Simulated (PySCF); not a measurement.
Orbital picture of TeC

PBE0 at R = 1.893 Å; Te cc-pVTZ-PP with ECP28, C cc-pVTZ; scalar-relativistic core potentials (PySCF 2.14). State: ¹Σ⁺ (singlet), closed shell. Only the outer orbitals are listed, counted within each symmetry, core potentials removing the inner ones.

| orbital | occ. | ε (eV) | on Te (%) | main shells (%) |
| --- | --- | --- | --- | --- |
| 5σ | 2 | -20.00 | 60 | 55 Te s, 33 C s |
| 6σ | 2 | -13.87 | 59 | 41 C s, 39 Te s, 18 Te p |
| 3π | 2 | -8.25 | 70 | 69 Te p, 29 C p |
| 3π | 2 | -8.25 | 70 | 69 Te p, 29 C p |
| 7σ | 2 | -7.95 | 32 | 50 C p, 29 Te p, 17 C s |
| 4π | 0 | -2.79 | 38 | 62 C p, 31 Te p |
| 4π | 0 | -2.79 | 38 | 62 C p, 31 Te p |
| 8σ | 0 | 0.53 | 105 | 88 Te p, 17 C p, 11 Te s |

Which are the highest filled and the lowest empty level, where do they sit, and how wide is the gap?

Highest filled 7σ at -7.95 eV (in %: 50 C p, 29 Te p, 17 C s); lowest empty 4π at -2.79 eV (in %: 62 C p, 31 Te p); the gap at PBE0 is 5.16 eV.

The bond order (Mayer) is 2.70 and the ⟨S²⟩ is 0.000. The charge on Te (Mulliken, basis-dependent) is 0.19, the charge on Te (Löwdin, basis-dependent) is 0.43 and the dipole moment (positive dipole means Te(−)C(+)) is -2.51 D. The polarisability along the bond is 61.5 bohr³. The polarisability across the bond is 33.1 bohr³.

Shares are Mulliken populations and can fall outside 0 to 100 %.

Spin–orbit coupling is left out.
